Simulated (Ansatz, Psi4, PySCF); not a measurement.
C$_{4}$H$_{4}$N (SMILES [c-]1cc[nH]c1), charge -1, singlet, at a GFN2-xTB geometry (in this run its highest filled SCF level lies above zero, so its values depend strongly on the basis, on diffuse functions most of all). Base run: REVPBE/STO-3G (PySCF).

Geometry (Å):
```xyz
9

H     -0.0236    -0.0090     2.1103
N     -0.0120     0.0150     1.0970
C      0.0158     1.1327     0.2484
C     -0.0210    -1.0897     0.2848
C      0.0252     0.8046    -1.0878
C      0.0006    -0.6467    -1.0086
H      0.0264     2.1116     0.7335
H     -0.0421    -2.0874     0.7199
H     -0.0009    -1.3253    -1.8642
```
Charge -1, spin multiplicity 1.
All else is at PySCF's defaults.

The same geometry, method and basis name were run in Ansatz (a quantum-chemistry and plane-wave program) and Psi4 and PySCF, at each program's defaults and at the settings that a row names. The base is PySCF at its defaults. Differences at the defaults can come from grids, fitting, cores and function types together.

```json
[
 {"code and settings": "PySCF, defaults (exact integrals, its default grid, spherical functions)", "ΔE vs base (mEh)": "0.000", "basis functions": "29", "E (Eh)": "-206.69068", "SCF cycles": "12"},
 {"code and settings": "Psi4, defaults (density fitting with its default set, its default grid, spherical functions)", "ΔE vs base (mEh)": "-1.588", "basis functions": "29", "E (Eh)": "-206.69227", "SCF cycles": "10"},
 {"code and settings": "Ansatz, defaults (factorised integrals, its default grid, spherical functions)", "ΔE vs base (mEh)": "-0.006", "basis functions": "29", "E (Eh)": "-206.69068", "SCF cycles": "-"},
 {"code and settings": "PySCF, density fitting with def2-universal-jkfit", "ΔE vs base (mEh)": "-1.590", "basis functions": "29", "E (Eh)": "-206.69227", "SCF cycles": "12"},
 {"code and settings": "PySCF, fine grid", "ΔE vs base (mEh)": "-0.001", "basis functions": "29", "E (Eh)": "-206.69068", "SCF cycles": "12"},
 {"code and settings": "Psi4, exact integrals, spherical functions, fine grid", "ΔE vs base (mEh)": "-0.001", "basis functions": "29", "E (Eh)": "-206.69068", "SCF cycles": "12"},
 {"code and settings": "Ansatz, high accuracy", "ΔE vs base (mEh)": "-0.001", "basis functions": "29", "E (Eh)": "-206.69068", "SCF cycles": "-"}
]
```
